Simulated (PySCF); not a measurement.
**Ne⁺ (neon, charge +1) across methods**

[He] 2s2 2p5, 2P determinant. All numbers are calculated (PySCF 2.14, the non-relativistic Hamiltonian (point nucleus), in aug-cc-pwCVDZ).

```tsv
method	E (hartree)	mean ε 2s β (eV)	mean ε 2p α (eV)	mean ε 2p β (eV)	Σ⟨r²⟩ (bohr²)	⟨S²⟩
PBE0	-128.0288	-58.224	-36.441	-34.274	6.963	0.751
M06-2X	-128.0970	-61.653	-39.303	-37.137	6.957	0.751
PBE	-128.0163	-54.356	-33.287	-31.295	7.009	0.751
r2SCAN	-128.0876	-55.709	-34.300	-32.110	6.948	0.751
wB97M-V	-128.1067	-61.024	-38.867	-36.795	6.990	0.751
UHF	-127.76705	-68.538	-44.977	-42.110	6.895	0.752
PW91	-128.0918	-54.418	-33.383	-31.402	6.997	0.751
TPSS	-128.1379	-55.059	-33.503	-31.563	6.974	0.751
LDA	-127.3632	-54.250	-33.463	-31.320	7.037	0.751
```
